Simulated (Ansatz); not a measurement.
CH₃BIN, relaxed with RKS PBE0-D4/def2-TZVP in Ansatz 0.2.0 from a PBE-D4/def2-SVP geometry. The force threshold is 0.005 eV/Å; the program also tests the step.

Total charge 0; spin multiplicity 1. I takes the def2 core potential. The bonds changed during the relaxation, so this is another structure than the one it started from.

Start:

```xyz
7

B    -0.266   -0.232    0.910
C     0.297   -0.122   -0.514
N     0.731   -0.042   -1.605
I    -1.451    1.699    1.069
H    -1.009   -1.203    0.977
H     0.659   -0.240    1.711
H     1.039    0.139   -2.549
```

```csv
step,energy (eV),largest force (eV/Å),largest move (Å)
1,-11350.4803,1.724,0.000
2,-11350.5277,0.211,0.050
3,-11350.5315,0.047,0.037
4,-11350.5316,0.021,0.004
5,-11350.5316,0.003,0.003
```

End:

```xyz
7

B    -0.267   -0.231    0.909
C     0.298   -0.123   -0.516
N     0.724   -0.047   -1.585
I    -1.437    1.681    1.063
H    -0.995   -1.184    0.960
H     0.650   -0.235    1.684
H     1.027    0.138   -2.516
```

Hardware: 2 threads of an Arm Neoverse V2 on a shared host. Wall time 21 s, peak host memory 0.33 GiB.
